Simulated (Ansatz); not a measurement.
AlGaH$_{5}$N, SMILES `[NH2][GaH][AlH2]`, charge 0, multiplicity 1.

**Question.** Give a relaxed structure at PBE0-D4/def2-TZVP (Ansatz 0.2.0). (Best estimate.)

**Answer.** Computed: 
```xyz
8

N    -1.4439   -1.1233   -0.2006
Ga    0.2653   -0.5772   -0.5277
Al    1.1643    1.4900    0.5828
H    -1.8516   -1.9427   -0.6199
H    -2.0941   -0.6583    0.4091
H     1.0048   -1.5411   -1.5341
H     1.0419    2.9258   -0.0975
H     1.9134    1.4268    1.9879
```
Point group Cs.
